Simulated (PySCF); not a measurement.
Isomers of C6H9ClSi, one GFN2-xTB conformer each. Single-point energies are computed at PBE0/pcSseg-1 (PySCF, gas phase, no added dispersion term), electronic only.

Problem. Rank them by PBE0/pcSseg-1 energy, lowest first (kcal/mol).
A. `[CH2:1]=[CH:2][C@H:3]1[CH2:4][C:5]([SiH3:6])=[C:7]1[Cl:8]` with C1–C2–C3–C4 135°
B. `[CH2:1]=[CH:2][C:3]1=[CH:4][CH2:5][Si@H:6]([Cl:7])[CH2:8]1` with C1–C2–C3–C4 179°
C. `[CH3:1][C:2]#[C:3][C@H:4]1[CH2:5][Si@H:6]([Cl:7])[CH2:8]1` with C3–C4–C5–Si6 110°, C4–C5–Si6–Cl7 121°, C5–Si6–C8–C4 -7°, C3–C4–C8–Si6 -110°
D. `C=C1[SiH2][C@H](Cl)/C1=C\C`

Solution. B (0.0), C (34.8), D (60.4), A (67.8).

As drawn, the highest has a four-membered ring, which the lowest lacks. GFN2-xTB itself gives, in the same order: 0.0, 18.5, 41.9, 39.4. Both levels put the same isomer lowest; measured from each level's own lowest isomer, the values differ by up to 28.4 kcal/mol (C=C[C@H]1CC([SiH3])=C1Cl: 39.4 against 67.8).

Problem. Which frontier levels, dipoles and rotational constants go with these structures?

Solution. 
```json
{"SMILES": "C=CC1=CC[Si@H](Cl)C1", "HOMO (eV, PBE0/pcSseg-1)": "-6.63", "LUMO (eV)": "-0.73", "dipole (D)": "1.44", "A, B, C (MHz)": "2974, 793.0, 685.6"}
{"SMILES": "CC#C[C@H]1C[Si@H](Cl)C1", "HOMO (eV, PBE0/pcSseg-1)": "-7.19", "LUMO (eV)": "0.47", "dipole (D)": "1.73", "A, B, C (MHz)": "5244, 538.6, 537.7"}
{"SMILES": "C=C1[SiH2][C@H](Cl)/C1=C\\C", "HOMO (eV, PBE0/pcSseg-1)": "-6.64", "LUMO (eV)": "-1.60", "dipole (D)": "2.00", "A, B, C (MHz)": "1652, 1341, 811.7"}
{"SMILES": "C=C[C@H]1CC([SiH3])=C1Cl", "HOMO (eV, PBE0/pcSseg-1)": "-7.18", "LUMO (eV)": "-0.53", "dipole (D)": "1.49", "A, B, C (MHz)": "2049, 927.6, 677.1"}
```
